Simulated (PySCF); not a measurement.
B2GeH3O (calculated)

All values are calculated (PySCF 2.14.0). Calculation on a computer-drawn molecule: optimised geometry and harmonic frequencies of an isolated molecule of the commonest isotopes, restricted reference for singlets and unrestricted otherwise, frozen core in MP2; on germanium a core potential holds 10 electrons, which the energies leave out, and 3d is frozen in MP2 and coupled-cluster steps.

## B2GeH3O

Start structure:
```xyz
7
B2GeH3O
O     -1.3811     1.6527    -3.5581
B     -1.1924     1.1897    -2.4790
B     -0.8940     0.5357    -0.9515
Ge     0.9592     0.2826    -0.3004
H     -1.7943     0.2146    -0.2365
H      1.3010    -0.3003     1.0647
H      2.2111     0.6402    -1.0904
```

| Property | Result |
| --- | --- |
| charge | 0 |
| multiplicity | 2 |
| method | MP2 |
| basis | cc-pVDZ |
| basis and core potential on germanium | cc-pVDZ-PP ECP10MDF |
| rotational constants | 23.16, 1.67, 1.557 GHz |
| total energy | -419.7896 hartree |
| spin squared | 0.7586 |
| convergence status largest gradient component | 2.931e-05 hartree/bohr |

Drawn bonds:
```tsv
atom	other atom	order
1	2	2
2	3	1
3	4	1
3	5	1
4	6	1
4	7	1
```

Optimised structure:
```xyz
7
B2GeH3O
O     -1.3510     1.6627    -3.5816
B     -1.1843     1.1846    -2.4665
B     -0.9138     0.5332    -0.9457
Ge     0.9445     0.2841    -0.3050
H     -1.8076     0.2038    -0.2111
H      1.3205    -0.2992     1.0613
H      2.2012     0.6460    -1.1026
```

Modes:
```tsv
frequency (cm⁻¹)	reduced mass (dalton)
106.3	6.665
224	1.394
384.5	3.338
404	2.376
440.5	1.118
457.7	1.738
663.3	1.639
663.4	2.863
796.3	1.911
903.5	1.073
1008	1.948
1926	12.11
2203	1.016
2216	1.025
2696	1.094
```
